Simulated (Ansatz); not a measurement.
C2H8InN can be A, `C[NH][InH][CH3]`, or B, `C[CH2][InH][NH2]`.

Program: Ansatz. Geometries: PBE0-D4/def2-TZVP. ΔE: electronic, gas phase. CCSD(T)/CBS is the MP2 limit (def2-TZVPP, def2-QZVPP) plus CCSD(T) − MP2 in def2-TZVPP, frozen cores. DFT in def2-TZVPP. B3LYP here is the variant with VWN-RPA as its local correlation; programs differ in this. def2 core potentials past Kr. For In outer-core shells are correlated without core-valence functions, which leaves a few kJ/mol of doubt a bond. One conformer a species, not always the lowest.

**Question.** Which is lower in electronic energy at CCSD(T)/CBS, and by how much? (Estimate.)

**Answer.** Computed: B, by 29.8 kJ/mol.

**Question.** Give E(B) − E(A) in kJ/mol with PBE-D4, PBE0-D4, CCSD(T)/def2-SVP, BLYP-D4, B3LYP, LDA (SPW92), r2SCAN-D4. (Best estimate.)

**Answer.** Ansatz gave: PBE-D4 -25.5, PBE0-D4 -26.9, CCSD(T)/def2-SVP -19.3, BLYP-D4 -24.0, B3LYP -23.3, LDA (SPW92) -25.0, r2SCAN-D4 -27.0. None reverses the order clearly.

**Question.** Does the order hold for the free energy at 298.15 K (harmonic terms from PBE0-D4)? (Best estimate.)

**Answer.** The calculation gave: Yes: G(B) − G(A) = -26.6 kJ/mol, for one conformer each. Modes under 60 cm⁻¹, often nearly free rotors, make the harmonic entropy too high.

Largest T1 diagnostic: 0.015.

At CCSD(T), def2-SVP lies +10.5 kJ/mol from the extrapolated value and def2-TZVPP +2.9 kJ/mol. Leaving LDA and LC-ωPBE aside and taking each functional with its dispersion term where it has one, the values, not all of them listed here, spread over 4.2 kJ/mol, from ωB97M-V to BLYP-D4.
